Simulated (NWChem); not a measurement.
## Atomisation of C2H7OSi

```xyz
11

C      1.5325    -0.8565    -0.0418
Si    -0.0062     0.1200     0.4023
C     -1.5647    -0.8289    -0.0823
O      0.1200     1.5624    -0.4527
H      2.4440    -0.2955     0.2126
H      1.5566    -1.8177     0.4938
H      1.5497    -1.0625    -1.1259
H     -1.5625    -1.0382    -1.1663
H     -2.4831    -0.2707     0.1565
H     -1.6091    -1.7898     0.4542
H     -0.5755     2.2065    -0.2907
```
Charge 0, spin multiplicity 2.

The numbers come from NWChem runs, not from measurements. The geometry was optimised at UPBE0/def2-SVP, a minimum by its harmonic frequencies. It is one conformer; others weren't searched.

Basis set: def2-TZVP. The atomisation energy is electronic alone: no zero-point, thermal, spin-orbit or counterpoise terms. No value is extrapolated to the basis-set limit. Free atoms are single determinants with multiplicities C 3, Si 3, O 3, H 2. Correlated methods freeze the same cores in atoms and molecule, 8 orbitals in all.

```
method     atomisation energy (kcal/mol)  relative cost
---------  -----------------------------  -------------
PBE                                981.7        under 3
CAM-B3LYP                          973.0              5
B3LYP                              965.3        under 3
HF                                 727.3        under 3
BP86                               994.5              1
PBE0                               969.1        under 3
MP2                                948.3              3
TPSS                               976.0        under 3
```

The values span 267.2 kcal/mol, from HF (lowest) to BP86 (highest). Costs are rough ratios of processor time within this set of runs, SCF included, with BP86 as 1. Costs are the molecule's.

B3LYP has NWChem's definition, with VWN1-RPA local correlation. GW and range-separated runs recompute their integrals, the others keep them in memory, which bears on the times. The structure started from a generated list of species. No SCF solution was tested for a lower state. Open-shell Hartree-Fock references start from PBE0 orbitals; any time given for them includes that run.
